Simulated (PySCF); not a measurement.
P⁺: ionisation energy

P⁺ [Ne] 3s2 3p2 (3P) → P²⁺ [Ne] 3s2 3p1 (2P), as a difference of total energies. Calculation: PySCF 2.14, in aug-cc-pVDZ-DK; scalar relativity by spin-free X2C-1e. Correlated levels: valence: [Ne] frozen. The calculations carry no spin-orbit coupling.

**Question.** Order these methods by the ionisation energy they give, lowest first.
A. SCS-MP2 (valence)
B. CCSD(T) (valence)
C. MP2 (valence)
D. UHF

**Answer.** D (19.160 eV), A (19.399 eV), C (19.478 eV), B (19.521 eV).

The reference lies between the lowest fine-structure levels, while these numbers refer to the centres of the terms.

Errors of the correlated levels include the incompleteness of this basis and the frozen core.

For comparison: 19.769 eV (semi-empirical (NIST evaluation); NIST Atomic Spectra Database, ionization energies).
